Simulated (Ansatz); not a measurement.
Results of the Gaussian-basis code of Ansatz.

A structure relaxed at PBE0-D4/def2-TZVP, charge 0, multiplicity 1:

```xyz
18

C     0.2170   -1.5804    0.7848
C     0.3088   -0.1916    0.1480
C     1.5924    0.4947    0.6208
C     0.3437   -0.3342   -1.3650
N    -0.8431    0.6030    0.5407
In   -2.3287    1.4983   -0.4841
H     1.0823   -2.1973    0.5260
H    -0.6884   -2.0909    0.4492
H     0.1757   -1.5000    1.8748
H     1.6819    1.4838    0.1661
H     2.4785   -0.0911    0.3604
H     1.5810    0.6218    1.7071
H     0.4172    0.6431   -1.8498
H     1.2059   -0.9289   -1.6737
H    -0.5579   -0.8307   -1.7338
H    -0.8824    0.7106    1.5450
H    -3.4157    2.3040    0.5717
H    -2.3683    1.3858   -2.1884
```

(1) Give its formula and SMILES.

(2) Point group (tolerance 0.08 Å, 0.16 Å for H)?

(3) Summarise the bond lengths by kind.

Answers

(1) C4H12InN, `CC(C)(C)[NH][InH2]`.

(2) Cs.

(3) 3 × C–C 1.520 to 1.530 Å; 9 × C–H 1.092 to 1.094 Å; 1 × C–N 1.453 Å; 1 × In–N 2.015 Å; 1 × H–N 1.011 Å; 2 × H–In 1.708 to 1.716 Å.
